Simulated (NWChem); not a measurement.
# MgNH3S; SMILES [NH2][Mg][SH]

```xyz
6

Mg     0.1508    -0.3742    -0.1830
N      0.4416    -2.2161     0.1629
H     -0.1030    -3.0001    -0.2092
H      1.1709    -2.6155     0.7614
S     -0.1944     1.8842    -0.6038
H     -1.0445     2.0016     0.4571
```
Atoms are numbered in this order, from 1.

Level: PBE-D3(BJ)/def2-SVP (NWChem), optimised geometry, unscaled harmonic frequencies. 

```json
[
 {"frequency (cm⁻¹)": "117", "IR intensity (km/mol)": "39.4"},
 {"frequency (cm⁻¹)": "122", "IR intensity (km/mol)": "21.8"},
 {"frequency (cm⁻¹)": "156", "IR intensity (km/mol)": "5.4"},
 {"frequency (cm⁻¹)": "262", "IR intensity (km/mol)": "81.4"},
 {"frequency (cm⁻¹)": "361", "IR intensity (km/mol)": "4.6"},
 {"frequency (cm⁻¹)": "518", "IR intensity (km/mol)": "65.9"},
 {"frequency (cm⁻¹)": "535", "IR intensity (km/mol)": "4.2"},
 {"frequency (cm⁻¹)": "733", "IR intensity (km/mol)": "76.8"},
 {"frequency (cm⁻¹)": "1478", "IR intensity (km/mol)": "7.4"},
 {"frequency (cm⁻¹)": "2608", "IR intensity (km/mol)": "2.4"},
 {"frequency (cm⁻¹)": "3481", "IR intensity (km/mol)": "6.4"},
 {"frequency (cm⁻¹)": "3562", "IR intensity (km/mol)": "12.1"}
]
```

- zero-point energy = 19.9 kcal/mol
- thermal correction to the enthalpy at 298.15 K (with zero-point energy) = 24.4 kcal/mol
- heat capacity Cv = 18.2 cal/(mol K)
- entropy at 298.15 K and 1 atm (symmetry number 1) = 75.2 cal/(mol K)
- dipole moment = 1.96 D

Rigid rotor and harmonic oscillator.
